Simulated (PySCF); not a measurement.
Ne⁺ (neon, charge +1) across methods

[He] 2s2 2p5, 2P determinant. All numbers are calculated (PySCF 2.14, no relativity, point nucleus, in dyall-av3z (15s9p3d2f, 71 functions)).

| method | E (hartree) | mean ε 2s β (eV) | mean ε 2p α (eV) | mean ε 2p β (eV) | Σ⟨r²⟩ (bohr²) | ⟨S²⟩ |
| --- | --- | --- | --- | --- | --- | --- |
| wB97X | -128.1671 | -60.228 | -38.703 | -36.637 | 6.843 | 0.751 |
| UHF | -127.82423 | -68.249 | -44.944 | -42.101 | 6.760 | 0.753 |
| B97-3 | -128.1552 | -58.366 | -36.548 | -34.443 | 6.841 | 0.751 |
| PBE | -128.0701 | -54.074 | -33.222 | -31.244 | 6.927 | 0.751 |
| PBE0 | -128.0831 | -57.931 | -36.377 | -34.225 | 6.864 | 0.751 |
| CAM-B3LYP | -128.1592 | -59.340 | -37.927 | -35.842 | 6.912 | 0.751 |
| PBEsol | -127.7282 | -53.902 | -33.148 | -31.072 | 6.933 | 0.751 |
| LDA | -127.4177 | -53.957 | -33.382 | -31.250 | 6.952 | 0.751 |

Task: Estimate the same row for r2SCAN.

Result: E (hartree) = -128.1448; mean ε 2s β (eV) = -55.392; mean ε 2p α (eV) = -34.204; mean ε 2p β (eV) = -32.034; Σ⟨r²⟩ (bohr²) = 6.839; ⟨S²⟩ = 0.752.
